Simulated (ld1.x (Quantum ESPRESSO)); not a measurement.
## Configuration tests for platinum (Pt) (TM)

platinum, norm-conserving Troullier–Martins (Kleinman–Bylander form), made with ld1.x (Quantum ESPRESSO) 7.5 (PBE, scalar-relativistic). Core [Kr] 4d10 4f14 5s2, reference 5p6 5d9 6s0.5 6p0 (charge +0.5). Waves: 5p (bound): rc 1.10 bohr; 5d (bound): rc 1.70 bohr; 6s (bound): rc 2.00 bohr. Local part: the s channel. Core correction: none.

Energies are relative to the spin-unpolarised reference configuration 5p6 5d9 6s0.5 6p0; without spin polarisation the order of configurations can differ from experiment.

Give the all-electron excitation energy and the error of the potential for: 5p6 5d9 6s1 6p0; 5p6 5d9 6s0 6p0; 5p6 5d8 6s0 6p0; 5p5 5d9 6s1 6p0; 5p6 5d7 6s0 6p0; 5p6 5d8 6s1 6p1; 5p6 5d6 6s0 6p0.

```csv
valence configuration,charge,ΔE all-electron (eV),error AE − PS (meV)
5p6 5d9 6s1 6p0,0,-3.694,-0.2
5p6 5d9 6s0 6p0,+1,5.500,-4.4
5p6 5d8 6s0 6p0,+2,25.466,-38
5p5 5d9 6s1 6p0,+1,58.457,-250
5p6 5d7 6s0 6p0,+3,57.683,-182
5p6 5d8 6s1 6p1,0,2.874,-595
5p6 5d6 6s0 6p0,+4,103.335,-469
```
